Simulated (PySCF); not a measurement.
SMILES [Ge]([Cl])([Ge]([Cl])([Cl])[Cl])([Cl])[Cl] (Cl6Ge2) at its PBE0/def2-SVP optimised geometry (Å):

```
8

Ge     0.4171    -1.1452     0.0000
Cl    -0.2774    -2.1772    -1.7406
Cl    -0.2770    -2.1761     1.7413
Cl     2.5565    -1.1452     0.0000
Ge    -0.4176     1.1452     0.0000
Cl     0.2401     2.1645     1.7623
Cl     0.3118     2.1894    -1.7189
Cl    -2.5565     1.1446    -0.0444
```

Computed with PBE0/def2-TZVP in PySCF 2.14.0. Cells within 0.4 Å of a nucleus heavier than hydrogen are left out (blank, or x).

Map of the LUMO amplitude (bohr^(-3/2)) on the plane z = 0.0 Å; orbital energy -2.77 eV, overall sign arbitrary:

```
|4444455555555555544444444455555|
|4444445555555555544444444445555|
|4444444555555555554444444444555|
|4444444455555555555444444444555|
|4444444455555555555544444444455|
|4444444455544455555554444444455|
|4444444455444444555554444444455|
|4444444555444444455554444444555|
|4444444555543333444444444445555|
|4443333566532111234444444455555|
|4443222588631121123444444555555|
|4433200xx9631xx3013444445555555|
|4433200xx9621xx3013444445555555|
|4443222588520120023444445555555|
|4443334576531001344544445555555|
|4444444565543335666544345555555|
|4444444555545568998643245666555|
|4444444555556799789741147776555|
|4444444555556896xx8730xx9976655|
|4444444555556896xx8630xx9976655|
|4444445555556788788631147776555|
|4444455555555678887643346666555|
|4444555555555556666544445555555|
|4455555555444455555554445555555|
|5555555555444445555554455555555|
|5555555555444444455544455555555|
|5555555555544444444444455555555|
|5555555555554444444444455555555|
|5555555555555444444444445555555|
|5555555555555544444444444555555|
|5555555555555544444444444455555|
```
Scale: ten equal steps from -0.094 (start of '0') to 0.094 (end of '9'), in the order '0123456789'; x runs from -5.00 to 5.00, y from -5.00 (bottom) to 5.00 (top).
